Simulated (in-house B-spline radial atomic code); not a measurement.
The numbers below are computed, except where a source is named.
## Correlation energy from the adiabatic connection: −Z exp(−kr)/r, Z = 1.61, k = 0.0771

Two electrons in a singlet, external potential −Z exp(−kr)/r, Z = 1.61, k = 0.0771 (atomic units). Full CI in B-splines (partial waves to l = 8, correlation up to 0.6 % small) with the density held fixed gives W(λ) = <V_ee>_λ − U, and E_c is the integral of W(λ) − W(0) from 0 to 1.

```tsv
λ	W(λ) − W(0) (hartree)
0	0.00000
0.02	-0.00197
0.05	-0.00487
0.12	-0.01145
0.25	-0.02298
0.4	-0.03527
0.6	-0.05015
0.8	-0.06355
1	-0.07566
```

(1) Integrate the table by the trapezoid rule.

(2) Now use only three numbers: W(0) = -0.77543, the initial slope W'(0) = -0.09888 (extrapolated from the first points) and the strong-coupling limit of the point-charge-plus-continuum model, W∞ = -1.1099. What do second-order theory and the interpolation W(λ) = W∞ + (W(0) − W∞)/√(1 + 2χλ) of Seidl, Perdew and Levy give?

## Answers

(1) The strips give -0.00002, -0.00010, -0.00057, -0.00224, -0.00437, -0.00854, -0.01137, -0.01392, which sum to -0.04113 hartree. The direct value, W(1) − W(0) + T_c with T_c = 0.03443, is -0.04123; the curve is convex, so chords lie above it and the trapezoids fall short in size by 0.23 %.

(2) Second order keeps the slope alone: E_c = W'(0)/2 = -0.04944, +20 % in size against -0.04123. Matching the slope fixes χ = W'(0)/(W∞ − W(0)) = -0.09888/(-0.33447) = 0.29563. Integrating, with s = √(1 + 2χ) = 1.261453, E_c = −(W(0) − W∞)(s − 1)/(s + 1) = −0.33447 × 0.261453/2.261453 = -0.03867 hartree, -6.2 % in size against the full result. At λ = 1 the formula gives W − W(0) = -0.06932 against -0.07566. Part of the miss can come from the model's W∞.
